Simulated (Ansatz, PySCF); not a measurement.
C4H9NSi. Atoms are numbered in the order given.

```xyz
15

C      3.0800    -0.8486     0.1244
C      1.8767    -0.4989     0.5120
C      0.6588    -0.1445     0.8506
Si    -0.6772     0.2248    -0.4124
C     -2.1090    -0.9757    -0.2672
N     -1.2983     1.8090    -0.0553
H      3.3401    -1.9006    -0.0381
H      3.8630    -0.1001    -0.0412
H      0.4139    -0.0631     1.9217
H     -0.0331     0.0585    -1.7590
H     -2.5530    -0.9365     0.7404
H     -1.7740    -2.0076    -0.4574
H     -2.9024    -0.7438    -0.9974
H     -2.1736     2.0958    -0.4857
H     -0.6518     2.5935    -0.0425
```

The structure is a stationary point at r2SCAN-D4/def2-SVP. The structure was generated by enumeration; whether it is a known compound was not checked. The values are those of a single conformer.

Vertical ionisation energy (IE) and electron affinity (EA) in eV. Rows of orbital energies are one-electron estimates. Where ΔSCF, EOM or ADC give a negative EA the extra electron is unbound and the value depends on the basis.

```csv
level,IE,EA
"−ε(HOMO), −ε(LUMO), HF/def2-TZVP (PySCF)",9.81,-3.38
"−ε(HOMO), −ε(LUMO), PBE/def2-TZVP (PySCF)",5.86,1.09
"ΔSCF, CAM-B3LYP/def2-SVPD (Ansatz), final states of multiplicity 2 and 2",[?],[?]
"ΔSCF, PBE/def2-SVPD (Ansatz), final states of multiplicity 2 and 2",8.59,-1.19
```

### Question
Some entries are withheld; supply them. (The exact figures need the calculation; the answer reports its results.)

### Answer

- ΔSCF, CAM-B3LYP/def2-SVPD (Ansatz, a program for electronic structure), final states of multiplicity 2 and 2, IE: 9.34
- ΔSCF, CAM-B3LYP/def2-SVPD (Ansatz), final states of multiplicity 2 and 2, EA: -1.54

### Question
What vertical singlet–triplet gap does ΔSCF give with CAM-B3LYP/def2-SVPD (Ansatz) and with PBE/def2-SVPD (Ansatz)? (Estimate from the structure and the level; the computed values follow.)

### Answer
4.55 and 4.54 eV (triplet above singlet where positive).
